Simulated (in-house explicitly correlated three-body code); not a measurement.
Computed with an exponentially correlated three-body code. Model: two electrons around a point charge, non-relativistic, variational in 260 exponentially correlated functions (energies converged to about 1e-7 hartree, or 1e-8 relative for large Z).

Command:
```bash
python run_hyl.py task.json out
```
Settings (lengths in bohr, energies in hartree):
```
Z                      3
screening              2.1
interaction_strength   1
functions              260
states_tried           1
```

Cost of the run: 6.3 s on 1 thread of Intel(R) Xeon(R) Platinum 8375C CPU @ 2.90GHz (Ice Lake), with other jobs on the host.

**Ground state only, binding against the one-electron ion.**

Given: nuclear charge 3; Yukawa screening of all interactions 2.1 1/bohr.

Computed: one-electron threshold -0.646502003 hartree.

| term | energy (hartree) | binding (eV) |
| --- | --- | --- |
| 1 1S | -0.97306716 | 8.8863 |

**Converged states only, values per electron or pair (inverse distances are <exp(-kr)/r>).**

| term | mean r (bohr) | mean r squared (bohr²) | mean inverse r (1/bohr) | mean r12 (bohr) | mean inverse r12 (1/bohr) | mean cosine | mean p1 dot p2 (bohr⁻²) | delta r1 (bohr⁻³) | delta r12 (bohr⁻³) |
| --- | --- | --- | --- | --- | --- | --- | --- | --- | --- |
| 1 1S | 0.89963 | 1.2365 | 0.86933 | 1.3756 | 0.24768 | -0.02527 | 0.084379 | 3.7485 | 0.19158 |
